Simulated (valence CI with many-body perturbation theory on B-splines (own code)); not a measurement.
# Eu³²⁺: what the settings do

Calculated by relativistic CI+MBPT: three valence electrons over a frozen Dirac-Fock core [Ar] 3d10, a basis of 6 s, 6 p, 5 d, 3 f, 1 g functions for each j, with the one-electron correlation potential Σ1, the two-electron term Σ2, the three-electron term Σ3, Breit, model QED; selected CI, second order for the rest, scaled by the run's own slope (own B-spline code, finite nucleus).

No measured spectrum was set against this ion. As an estimate, large intervals hold to a few tenths of a per cent, small ones and those within an open d or f shell to about a per cent.

The reference run has the lowest level (4s^2 4p1/2) J=1/2 and an ionisation energy of 1297.93 eV. Its largest variational space holds 2811 state functions.

Levels are named by their leading jj configuration (3d3/2^4 stands for four electrons in 3d with j = 3/2), which in mixed levels can hold well under half, so a name can repeat and another be missing. Letters in brackets count levels of one name in rising energy.

Changed runs:
A. highest l in the core sums 6 → 7; factor on the speed of light 1 → 100; QED terms on → off
B. Davidson tolerance 2e-05 → 0.001; logarithmic knot step 0.27 → 0.33
C. scale of Σ1 1 → 0
D. Davidson tolerance 2e-05 → 0.03 (bad on purpose)

Excitation energies of the reference run in cm⁻¹, and shifts in cm⁻¹:

| Level | Reference | A | B | C | D |
| --- | --- | --- | --- | --- | --- |
| (4s^2 4p3/2) J=3/2 | 331847 | -331818 | -2.4 | -1372 | +1.0 |
| (4s 4p1/2^2) J=1/2 | 563336 | -131806 | -3.4 | +468 | +0.5 |
| (4s 4p1/2 4p3/2) J=3/2 [a] | 821316 | -389776 | -5.7 | -808 | -0.2 |
| (4s 4p1/2 4p3/2) J=5/2 | 871389 |  | -5.8 | -844 | -0.2 |
| (4s 4p1/2 4p3/2) J=3/2 [b] | 946190 | -416338 | -5.8 | -855 | -0.2 |
| (4s 4p1/2 4p3/2) J=1/2 | 971316 |  | -5.7 | -825 | +1.6 |
| (4s 4p3/2^2) J=5/2 | 1176800 |  | -7.9 | -2057 | -0.2 |
| (4s^2 4d3/2) J=3/2 | 1283230 |  | -6.8 | -1171 | -0.2 |
| (4s 4p3/2^2) J=1/2 | 1303800 |  | -8.0 | -2198 | +1.5 |
| (4s 4p3/2^2) J=3/2 | 1357580 | -395813 | -7.0 | -1220 | -0.2 |
| (4s^2 4d5/2) J=5/2 | 1397220 | -435443 | -6.0 | -756 | -0.2 |
| (4p1/2^2 4p3/2) J=3/2 | 1523520 |  | -9.0 | -296 | -0.2 |
| Ionisation energy (eV) | 1297.93 | -50.29 | -0.0019 | -1.69 | 0 |

A blank means that the level has no clear partner in that run.
